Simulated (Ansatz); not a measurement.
A nudged elastic band was laid between two geometries of C2H8FNSn (13 atoms, charge 0, multiplicity 1).

All numbers below come from Ansatz, RKS PBE0-D4/def2-SVP.

- movable images: 7
- climbing image: yes
- spring: 5.0 eV/Å²
- optimiser: quadratic models (default)
- start path: through a guess of the saddle point
- force threshold: 0.05 eV/Å
- iteration limit: 60
- end points: relaxed

First end point:

```xyz
13
Properties=species:S:1:pos:R:3
C -2.343 -0.387 -0.525
Sn -0.314 -0.916 -0.079
N 0.645 0.865 0.340
C 2.043 0.908 0.254
F 2.689 0.025 1.126
H -2.923 -1.282 -0.792
H -2.810 0.088 0.350
H -2.361 0.320 -1.366
H 0.535 -1.515 -1.441
H -0.239 -2.017 1.238
H 0.300 1.331 1.176
H 2.376 0.629 -0.761
H 2.423 1.916 0.496
```

Last end point:

```xyz
13
Properties=species:S:1:pos:R:3
C -2.073 -0.309 -0.121
Sn -0.134 -1.033 -0.688
N 1.295 0.449 -0.498
C 1.635 0.867 0.794
F 0.551 1.374 1.530
H -2.766 -1.144 0.055
H -1.954 0.277 0.802
H -2.483 0.339 -0.908
H -0.069 -1.516 -2.333
H 0.429 -2.264 0.364
H 1.170 1.231 -1.136
H 2.027 0.022 1.386
H 2.391 1.672 0.767
```

(1) Which bonds break or form, and what moves?

(2) What energy profile does the band end with?

(3) What is the geometry of the highest image?

Answers

(1) No bond is made or broken. The dihedral C1–Sn2–N3–C4 goes from -160 to 69°.

(2) It converged. The highest image is number 3 of 0 to 8, 0.041 eV above the first end and 0.066 eV above the last; the last end lies 0.025 eV below the first. A vibrational analysis at the climbing image gives no mode beyond 40i cm⁻¹: the surface is too flat there to confirm a saddle point.

| image | path coordinate (Å) | energy (eV) | dihedral C1–Sn2–N3–C4 (°) |
| --- | --- | --- | --- |
| 0 | 0.00 | 0.000 | -160 |
| 1 | 0.80 | 0.011 | -178 |
| 2 | 1.60 | 0.030 | 163 |
| 3 | 2.40 | 0.041 | 144 |
| 4 | 3.04 | 0.037 | 130 |
| 5 | 3.69 | 0.022 | 114 |
| 6 | 4.34 | 0.000 | 98 |
| 7 | 4.99 | -0.018 | 83 |
| 8 | 5.63 | -0.025 | 69 |

(3) 
```xyz
13
Properties=species:S:1:pos:R:3:forces:R:3
C -2.320 -0.314 -0.248 0.00 -0.01 0.01
Sn -0.278 -0.960 -0.359 0.02 0.03 -0.02
N 0.838 0.776 -0.257 -0.01 0.02 0.03
C 2.065 0.802 0.420 -0.01 -0.03 -0.02
F 1.959 0.545 1.790 0.01 0.01 0.00
H -2.995 -1.175 -0.354 0.00 0.00 0.00
H -2.507 0.166 0.723 0.00 0.00 0.00
H -2.533 0.403 -1.053 0.01 0.00 0.00
H 0.079 -1.678 -1.877 0.00 -0.02 0.01
H 0.152 -2.014 0.923 -0.01 -0.01 -0.01
H 0.266 1.587 -0.032 0.00 0.00 -0.01
H 2.747 0.035 0.013 0.01 0.00 0.00
H 2.547 1.792 0.328 -0.01 0.00 0.00
```

The run took 12 min on 2 threads of Arm Neoverse V1, with other jobs on the host, peak memory 0.34 GiB.
